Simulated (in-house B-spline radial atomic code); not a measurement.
## BHandHLYP excitations of As3+

Method: BHandHLYP. Computed with an all-electron radial atomic-structure program (B-spline basis): linear response of the closed shell [Ar] 3d10 4s2 with the functional's adiabatic kernel; non-relativistic, point nucleus, no spin-orbit coupling, no double excitations, S, P, D and F terms only; shells from n = 2 respond. Only terms of natural parity with L up to 3 were computed.

Without relativity these are model numbers for so heavy an element.

Command:
```bash
python run_td.py task.json out
```
Settings (radii: box in bohr, nucleus in fm):
```
Z                        33
electrons                30
configuration            [Ar] 3d10 4s2
hamiltonian              nr
method                   bhandhlyp
box_radius               23.08
intervals                55
```

Run time, properties included: 1.9 s on 1 thread of Arm Neoverse N1, on a shared host.

The lowest states, in the order of their Tamm-Dancoff energies; the method's threshold (minus the highest occupied level) is 46.12 eV. Labels give the largest channel, * marks a mixed state, and oscillator strengths are full-response dipole values. Semilocal kernels can invert the small singlet-triplet splittings of Rydberg terms. Energies in eV:

| state | full response | Tamm-Dancoff | oscillator strength |
| --- | --- | --- | --- |
| 4s → 4p 3P | 8.656 | 8.896 | - |
| 4s → 4p 1P | 13.285 | 13.816 | 1.62 |
| 4s → 4d 3D | ? | ? | - |
| 4s → 4d 1D | ? | ? | - |
| 4s → 5s 3S | 26.212 | 26.218 | - |
| 4s → 5s 1S | 27.057 | 27.088 | - |
| 4s → 5p 3P | 29.838 | 29.847 | - |
| 4s → 5p 1P | 30.21 | 30.26 | 0.0251 |
| 4s → 4f 3F | 34.11 | 34.11 | - |
| 4s → 4f 1F | 34.26 | 34.26 | - |

Task: Where does 4s → 4d 3D lie?

Result: At 24.559 eV in full response, 24.578 eV in Tamm-Dancoff.

Task: Where does 4s → 4d 1D lie?

Result: At 25.766 eV in full response, 25.786 eV in Tamm-Dancoff.

Task: How large is the singlet-triplet splitting of 4s → 4p (P terms) in Tamm-Dancoff?

Result: 4.92 eV, from the unrounded values.

Task: What polarisabilities and dispersion coefficient does the method give?

Result: Dipole 7.472 bohr³, quadrupole 15.98 bohr⁵, C6 23.86 hartree·bohr⁶ for two such species.
